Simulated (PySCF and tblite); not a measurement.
Results of a calculation; reference values are marked as such.
C₄H₉Br, numbered as in [CH3:1][CH2:2][CH2:3][CH2:4][Br:5]. The ensemble was built from 90 distance-geometry starts (ETKDG and KDG, MMFF94s, GFN2-xTB) and rests on PBE0-D3(BJ)/def2-SVP geometries. Weights use PBE0-D3(BJ)/def2-TZVP (IEF-PCM, chloroform) energies plus GFN2-xTB zero-point and thermal terms (modes under about 100 cm⁻¹ blended into free rotors). Symmetry numbers and mirror images are counted. Conformers within 3 kcal/mol (GFN2-xTB free energy) were kept, 8 at most. GIAO shieldings: wB97X-D/pcSseg-1 (IEF-PCM, chloroform). Shifts are against TMS (¹H), TMS (¹³C) at the same level. Programs: PySCF with density fitting and tblite.

Torsions listed: C1–C2–C3–C4, C2–C3–C4–Br5. Of a mirror pair one member is shown.

| conformer | shape | point group | mirror pair | ΔE(DFT) | Δ(G−E) at 373.15 K | δ H4 (ppm) |
| --- | --- | --- | --- | --- | --- | --- |
| 1 | -179°, -66° | C1 | yes | 0.00 | 0.00 | 3.49 |
| 2 | 180°, 179° | Cs | no | 0.11 | -0.24 | 3.23 |
| 3 | -58°, -60° | C1 | yes | 0.23 | 0.17 | 3.57 |
| 4 | 65°, 178° | C1 | yes | 0.73 | -0.05 | 3.29 |
| 5 | 70°, -79° | C1 | yes | 2.43 | 0.28 | 3.48 |

Energies in kcal/mol; the thermal term leaves out symmetry numbers and mirror images.

Work out the weights at 373.15 K and the ¹H shift of H4 under fast exchange.

RT = 0.742 kcal/mol. Each conformer gets RT ln(σ/g), with σ the rotational symmetry number and g = 2 for a mirror pair: 1: σ = 1, g = 2, G = 0.00 + 0.00 − 0.51 = -0.51, 0.00 above the lowest, exp(−ΔG/RT) = 1.000; 2: σ = 1, g = 1, G = 0.11 − 0.24 + 0.00 = -0.13, 0.39 above the lowest, exp(−ΔG/RT) = 0.594; 3: σ = 1, g = 2, G = 0.23 + 0.17 − 0.51 = -0.12, 0.40 above the lowest, exp(−ΔG/RT) = 0.585; 4: σ = 1, g = 2, G = 0.73 − 0.05 − 0.51 = 0.16, 0.67 above the lowest, exp(−ΔG/RT) = 0.402; 5: σ = 1, g = 2, G = 2.43 + 0.28 − 0.51 = 2.20, 2.72 above the lowest, exp(−ΔG/RT) = 0.026. The sum is 2.607, so the weights are 38.4, 22.8, 22.4, 15.4, 1.0 %. The averaged shift is 3.42 ppm. At 298.15 K it is 3.43 ppm. At 298.15 K the leading conformer alone gives 3.49 ppm and bare DFT energies give 3.41 ppm.

Spin–orbit effects of the heavy atoms on shieldings are missing.
